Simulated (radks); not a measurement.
Problem. The mean radii <r> (bohr) of the occupied orbitals of an atom or ion are listed with their occupations. Calculated with a radial shooting solver on a logarithmic mesh with Libxc functionals: scalar-relativistic Kohn-Sham, Slater X-alpha with alpha = 0.611, spin-unpolarised, spherical densities, finite nucleus; Fermi nuclear charge, rms radius of each element as measured or else 0.836 A^(1/3) + 0.57 fm.

orbital  occ.      <r>
1s          2  0.04037
2s          2   0.1783
2p          6   0.1554
3s          2   0.5129
3p          6   0.5212
3d         10   0.5287
4s          2    1.462
4p          6    1.742

Name the element and its charge.

Solution. Z = 37, rubidium, charge +1: Rb+ in [Kr]. The 1s radius gives Z: for a bare nucleus <r> = (2 gamma + 1)/(2Z) with gamma = sqrt(1 - (Z/c)^2), 0.03954 bohr for Z = 37, and screening makes it slightly larger (0.04037 here). The occupations add up to 36, and the charge is Z minus that.
